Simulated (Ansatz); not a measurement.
Reaction (substitution at a C–N bond): `C=CN(CC)C(C)(C)C` + `[NH]=[Ta]([NH2])([NH2])[OH]` → `CC(C)(C)[N]=[Ta]([NH2])([NH2])[OH]` + `C=CNCC`

Gas-phase electronic energies from Ansatz, PBE0-D4/def2-TZVP geometries. CBS: MP2 limit from def2 TZ/QZ plus the TZ coupled-cluster correction, frozen cores. Functionals use def2-TZVPP. B3LYP here is the variant with VWN-RPA as its local correlation; programs differ in this. Elements past krypton have def2 core potentials. For Ta outer-core shells are correlated without core-valence functions, which leaves a few kJ/mol of doubt a bond. One conformer a species, not always the lowest.

CCSD(T)/CBS gives -28.3 kJ/mol.

Another level gave -39.5 kJ/mol. Which?
A. B3LYP/def2-TZVPP
B. HF/def2-TZVPP
C. MP2/def2-TZVPP
D. PBE/def2-TZVPP

D. PBE -39.5, MP2/def2-TZVPP -34.9, B3LYP -45.1, HF/def2-TZVPP -51.7 kJ/mol.

Largest T1 diagnostic among the species: 0.018.

The D4 term adds +12.9 kJ/mol with B3LYP and +7.2 kJ/mol with PBE0; it sums over pairs of atoms, weighted by their polarisabilities, and B3LYP, whose exchange is more repulsive, gets the larger term. In def2-TZVPP, CCSD(T) changes the Hartree–Fock value by +22.6 kJ/mol (the triples alone add +2.7 kJ/mol) and MP2 by +16.8 kJ/mol.
